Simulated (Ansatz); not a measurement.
The cluster Al₄⁻. The state is a doublet with charge -1. Geometry PBE-D4/def2-TZVPD; atoms count from 1.

```xyz
4

Al   -0.269   -0.965    0.824
Al   -0.393   -1.404   -1.777
Al    0.332    1.422    1.775
Al    0.330    0.947   -0.822
```

The charge -1 doublet is spin-contaminated (final ⟨S²⟩ up to 1.82, 0.75 for a pure state). The geometry of the doublet was relaxed on an unsound state (⟨S²⟩ 1.79, where a pure state has 0.75). Another isomer (doublet) lies 0.14 eV lower at PBE0-D4/def2-TZVPD; other spin states weren't run for this one.

Estimate the Mulliken populations from the PBE0/def2-TZVPD orbitals of Ansatz.


```tsv
atom	charge (e)	spin (α − β)
Al1	-0.17	-0.31
Al2	-0.33	0.81
Al3	-0.33	0.81
Al4	-0.17	-0.31
```
Mulliken values and Mayer orders depend strongly on the basis. With diffuse functions, as here, like atoms can get unlike values, and bond orders can come out too low or too high.

Where does the spin sit?

Summed by element: Al 1.00, of 1 unpaired in all. Largest on single atoms: Al2 0.81, Al3 0.81, Al1 -0.31.

And the Mayer bond orders between bonded heavy atoms (over 0.3)?

Al1–Al2 0.69 (2.64 Å); Al1–Al3 0.69 (2.64 Å); Al1–Al4 0.87 (2.59 Å); Al2–Al4 0.69 (2.64 Å); Al3–Al4 0.69 (2.64 Å). Values over 0.3 also appear between atoms too far apart for a bond (Al2–Al3 0.42 at 4.60 Å); they arise where an orbital or an unpaired electron spreads over both atoms.
